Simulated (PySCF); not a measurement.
Spinor energies of Er⁵¹⁺ (erbium, charge +51)

Start: [Ne] 3s2 3p5; 3p1/2 filled at m_j = +1/2; 3p3/2 filled at m_j = -3/2, -1/2, +1/2, +3/2. Calculated with PySCF 2.14 in an uncontracted even-tempered set (18 s from 14 bohr⁻², ratio 2.4; 14 p from 18 bohr⁻², ratio 2.4; 4 d from 65 bohr⁻², ratio 2.6; 4 f from 98 bohr⁻², ratio 2.6): generalised Hartree-Fock with the X2C-1e Hamiltonian and a Gaussian nucleus; one run each with spin-orbit coupling (SO) screened by Boettger's factors, then bare. This is a chosen level, not necessarily the ground level.

| spinor shell | electrons | ε, screened SO (eV) | ε, bare SO (eV) | weight of nominal j (bare SO) | rms radius, bare SO (bohr) |
| --- | --- | --- | --- | --- | --- |
| 1s1/2 | 2 | -61331.4 | -61330.9 | 1.000 | 0.0231 |
| 2s1/2 | 2 | -13265.3 | -13265.2 | 1.000 | 0.0923 |
| 2p1/2 | 2 | -12806.1 | -12829.4 | 1.000 | 0.0786 |
| 2p3/2 | 4 | -11872.9 | -11865.0 | 1.000 | 0.0852 |
| 3s1/2 | 2 | -5172.3 | -5172.3 | 1.000 | 0.223 |
| 3p1/2 | 1 | -5001.2 | -5007.1 | 1.000 | 0.212 |
| 3p3/2 | 4 | -4755.5 | -4753.5 | 1.000 | 0.223 |

```
   quantity   screened SO       bare SO
E (hartree)  -10531.65551  -10532.14153
        M_J           1/2           1/2
       ⟨J²⟩         0.750         0.750
       ⟨L²⟩         2.027         2.029
       ⟨S²⟩         0.777         0.778
```

Each row is a mean over spinors that exchange with the open shell spreads, by up to 18.244 eV (2p1/2).

Breit and QED terms are absent; they matter most for the inner s and p1/2 levels.

Densities and radii are taken from the X2C orbitals without a picture-change correction, which distorts them close to the nucleus.
